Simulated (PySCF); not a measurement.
**Ionisation energy of As²⁺ by level of theory**

As²⁺ [Ar] 3d10 4s2 4p1 (2P) → As³⁺ [Ar] 3d10 4s2 (1S), as a difference of total energies. All numbers are calculated (PySCF 2.14, the non-relativistic Hamiltonian (point nucleus), in def2-SVP (5s4p3d, 32 functions)). Correlated levels: valence: [Ar] 3d10 frozen. The calculations carry no spin-orbit coupling.

```tsv
method	ionisation energy (eV)
UHF	27.463
r2SCAN	28.364
PBE	28.162
MP2 (valence)	27.624
SCS-MP2 (valence)	27.606
CCSD (valence)	27.713
CCSD(T) (valence)	27.726
```

Task: How much does correlation contribute at CCSD(T) (valence)?

Result: 27.726 − (27.463) = 0.263 eV, measured against UHF.

These non-relativistic numbers lack the scalar-relativistic shift.

The reference lies between the lowest fine-structure levels, while these numbers refer to the centres of the terms.

Errors of the correlated levels include the incompleteness of this basis and the frozen core.

For comparison: 28.349 ± 0.012 eV (measured; NIST Atomic Spectra Database, ionization energies).
